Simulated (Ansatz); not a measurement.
Reaction (SMILES): OB(O)P [phosphanylboronic acid] → PB(O)[O] + H atom (the H-O bond breaks)

Property: bond dissociation energy (enthalpy at 298 K), in kcal/mol. Set-up: LANL2DZ with its own core potentials from Na on; spin-orbit terms left out; open shells spin-unrestricted; non-relativistic; six Cartesian d functions in 6-31G* and its kin unless marked 5d; 6-311+G** with 5d, 6d on Na to Ar in Ansatz (a quantum-chemistry and plane-wave program); valence correlation only. First-principles rows: single points at B3LYP-D3(BJ) geometries (Ansatz), with unscaled harmonic terms from B3LYP/6-31G* (Ansatz) at its own minima.

```json
[
 {"level": "MP2/STO-3G", "program": "Ansatz", "bond dissociation energy (enthalpy at 298 K) (kcal/mol)": "106.6"},
 {"level": "MP2/3-21G", "program": "Ansatz", "bond dissociation energy (enthalpy at 298 K) (kcal/mol)": "98.1"},
 {"level": "MP2/LANL2DZ", "program": "Ansatz", "bond dissociation energy (enthalpy at 298 K) (kcal/mol)": "98.2"},
 {"level": "MP2/6-31G*", "program": "Ansatz", "bond dissociation energy (enthalpy at 298 K) (kcal/mol)": "101.7"},
 {"level": "MP2/6-311+G**", "program": "Ansatz", "bond dissociation energy (enthalpy at 298 K) (kcal/mol)": "109.5"}
]
```

No value to compare with is used here. The 5 habitual levels span 98.1 (MP2/3-21G) to 109.5 kcal/mol (MP2/6-311+G**).

The sets are all those run for this method; left out are runs that failed, that the program found above a lower state of the same kind, or whose <S^2> lies over 0.5 above the pure value.
